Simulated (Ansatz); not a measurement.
BH6NSiZn from Hartree–Fock to CCSD(T)

```tsv
atom	x (Å)	y (Å)	z (Å)
N1	-0.319	-1.593	0.436
B2	-0.388	-0.518	-0.442
Si3	-0.169	1.379	0.218
Zn4	2.519	-0.158	-1.412
H5	-0.085	-1.505	1.411
H6	-0.478	-2.546	0.150
H7	0.417	2.289	-0.806
H8	0.685	1.463	1.441
H9	-1.505	1.943	0.587
H10	-0.677	-0.754	-1.583
```

Total charge 0; spin multiplicity 1. For Zn the d shell is correlated and the shells below it are frozen. Scalar relativity is left out up to krypton. The bonds changed during the relaxation, so this is another structure than the one it started from. All single points use the PBE0-D4/def2-TZVP geometry. It is one conformer, not always the lowest. Frozen core, restricted reference, Ansatz 0.2.0.

```tsv
basis	HF (Eh)	MP2 corr.
def2-SVP	-2148.98716	-0.66039
def2-TZVPP	-2149.42760	-0.94834
def2-QZVPP	-2149.48062	-1.01626
```

Task: Estimate the CCSD correlation energy and the (T) correction in each basis where they were run (hartree).

Result: 
```csv
basis,CCSD corr.,(T)
def2-SVP,-0.69461,-0.02001
def2-TZVPP,-0.94969,-0.03280
```
